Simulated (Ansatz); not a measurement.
Wavefunction ladder for `C[S][Sn]([Cl])([Cl])[S]C`

```json
{"atom": "C1", "x (Å)": "-1.060", "y (Å)": "2.263", "z (Å)": "1.243"}
{"atom": "S2", "x (Å)": "-1.503", "y (Å)": "0.999", "z (Å)": "0.014"}
{"atom": "Sn3", "x (Å)": "-0.088", "y (Å)": "-0.763", "z (Å)": "0.728"}
{"atom": "Cl4", "x (Å)": "2.017", "y (Å)": "0.172", "z (Å)": "1.096"}
{"atom": "Cl5", "x (Å)": "-0.761", "y (Å)": "-1.597", "z (Å)": "2.780"}
{"atom": "S6", "x (Å)": "0.079", "y (Å)": "-2.539", "z (Å)": "-0.822"}
{"atom": "C7", "x (Å)": "0.942", "y (Å)": "-1.646", "z (Å)": "-2.154"}
{"atom": "H8", "x (Å)": "-1.606", "y (Å)": "3.161", "z (Å)": "0.953"}
{"atom": "H9", "x (Å)": "0.008", "y (Å)": "2.472", "z (Å)": "1.225"}
{"atom": "H10", "x (Å)": "-1.373", "y (Å)": "1.964", "z (Å)": "2.243"}
{"atom": "H11", "x (Å)": "1.904", "y (Å)": "-1.265", "z (Å)": "-1.814"}
{"atom": "H12", "x (Å)": "0.332", "y (Å)": "-0.837", "z (Å)": "-2.554"}
{"atom": "H13", "x (Å)": "1.110", "y (Å)": "-2.384", "z (Å)": "-2.939"}
```

The species carries charge 0 and has multiplicity 1. Correlated methods include outer-core shells of Sn, which these sets cover unevenly. Sn takes the def2 core potential. Geometry: relaxed with PBE0-D4/def2-TZVP. It is one conformer, not always the lowest. Frozen core, restricted reference, the Gaussian-basis code of Ansatz.

```json
{"basis": "def2-SVP", "HF (Eh)": "?", "MP2 corr.": "?", "CCSD corr.": "-0.99355", "(T)": "-0.02914", "CCSD(T) total": "?"}
{"basis": "def2-TZVPP", "HF (Eh)": "-2006.87651", "MP2 corr.": "?", "CCSD corr.": "-1.46513", "(T)": "?", "CCSD(T) total": "?"}
{"basis": "def2-QZVPP", "HF (Eh)": "-2006.93079", "MP2 corr.": "-1.70432", "CCSD corr.": "–", "(T)": "–", "CCSD(T) total": "–"}
```

**Question.** Fill in the withheld values. (Estimate.)

**Answer.** Ansatz gave: def2-SVP HF (Eh): -2006.18186; def2-SVP MP2 corr.: -0.91268; def2-SVP CCSD(T) total: -2007.20455; def2-TZVPP MP2 corr.: -1.39510; def2-TZVPP (T): -0.06376; def2-TZVPP CCSD(T) total: -2008.40540.
